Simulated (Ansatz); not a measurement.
Species: C₂H₃Br₃Ge (charge 0, singlet). 
Geometry from a B3LYP-D3(BJ)/def2-TZVP (Ansatz, an electronic-structure program) optimisation:
```
C
C 1 1.3252
H 2 1.0834 1 122.20
H 2 1.0845 3 116.66 1 -180.00
H 1 1.0846 2 121.87 3 180.00
Ge 1 1.9329 5 115.30 2 180.00
Br 6 2.3145 1 110.92 5 -180.00
Br 6 2.3157 1 110.48 5 -59.41
Br 6 2.3157 1 110.48 5 59.41
```
Charge 0, spin multiplicity 1.

Property: atomisation energy (electronic, to ground-state atoms), in kcal/mol. Valence correlation only, unless marked. Open shells are spin-unrestricted. Spin-orbit coupling is left out. Frozen are the shells of the preceding noble gas and the d and f shells that filled before the atom's block. No relativistic terms. The coupled-cluster limit lacks core correlation, which all-electron functionals hold. Basis-set limits of correlation are two-point, X^-3; Hartree-Fock from the larger set. [CCSD(T)-MP2]/basis is that difference in the basis named.

| level | program | atomisation energy (kcal/mol) | minus last row |
|---|---|---|---|
| B3LYP-D3(BJ)/def2-TZVPD | Ansatz + dftd3 | 737.8 | -6.2 |
| PBE0-D4/def2-TZVP | Ansatz + dftd4 | 749.8 | 5.8 |
| CAM-B3LYP/def2-TZVPD | Ansatz | 726.8 | -17.2 |
| LC-wPBE-D4/def2-TZVPD | Ansatz + dftd4 | 739.7 | -4.3 |
| CCSD/cc-pVQZ | Ansatz | 715.8 | -28.2 |
| RI-MP2/CBS(aug-cc-pVTZ,aug-cc-pVQZ)+[CCSD(T)-MP2]/aug-cc-pVQZ | Ansatz | 743.6 | -0.4 |
| CCSD(T)/CBS(aug-cc-pVTZ,aug-cc-pVQZ) | Ansatz | 744.0 | 0.0 |
